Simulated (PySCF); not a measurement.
## Steps of a relaxation of [Dy(H2CO)]3+

[Dy(H2CO)]3+ (singlet in the valence; each metal's 4f electrons, 9 of them, lie in its core potential, out of spins and levels). PySCF 2.14.0, RKS PBE0, Dy lcecp-1-SVP with ECP55, O def2-SVP, C def2-SVP, H def2-SVP; non-relativistic Hamiltonian with scalar-relativistic core potentials where named; density fitting; no spin-orbit coupling. Origin of the start: template. Columns: position (Å) and force (eV/Å). Energies are counted from the last step; some of the 8 steps are shown. Forces carry noise of the integration grid, about 0.01 to 0.03 eV/Å.

Run from Python with OMP_NUM_THREADS=2. Where DIIS fails, smearing, a level shift and second-order steps follow.
It took 2.4 min on 2 threads of Intel(R) Xeon(R) Processor @ 2.50GHz (Skylake/Cascade Lake), with other jobs on the host, from the converged density of the start.

```xyz
5
step 0  E = 0.791 eV
Dy    0.0000    0.0000   -0.4729     0.00    0.00    2.81
O     0.0000    0.0000    1.9746     0.00    0.00   -4.55
C     0.0000    0.0000    3.1946     0.00    0.00    1.69
H     0.9400    0.0000    3.7746     0.44    0.00    0.03
H    -0.9400    0.0000    3.7746    -0.44    0.00    0.03
```

```xyz
5
step 2  E = 0.159 eV
Dy    0.0000    0.0000   -0.1226     0.00    0.00   -2.38
O     0.0000    0.0000    1.8331     0.00    0.00    3.98
C     0.0000    0.0000    3.1405     0.00    0.00   -0.91
H     0.9818    0.0000    3.6972    -0.31    0.00   -0.34
H    -0.9818    0.0000    3.6972     0.31    0.00   -0.34
```

```xyz
5
step 5  E = 0.000 eV
Dy    0.0000    0.0000   -0.1799     0.00    0.00   -0.05
O     0.0000    0.0000    1.8822     0.00    0.00    0.10
C     0.0000    0.0000    3.1525     0.00    0.00   -0.04
H     0.9730    0.0000    3.6953    -0.01    0.00   -0.01
H    -0.9730    0.0000    3.6953     0.01    0.00   -0.01
```

Task: Where does the relaxation end?

Result: It converges at step 7 in C2v:
```xyz
5
step 7  E = 0
Dy    0.0000    0.0000   -0.1815
O     0.0000    0.0000    1.8833
C     0.0000    0.0000    3.1525
H     0.9724    0.0000    3.6955
H    -0.9724    0.0000    3.6955
```

Task: How did the contacts change?

Result: 
```
      contact  start (Å)  end (Å)
Dy1–O2 (H2CO)      2.447    2.065
```


An lcecp potential fixes the number of 4f electrons, so in runs with it no electron can move into or out of that shell.
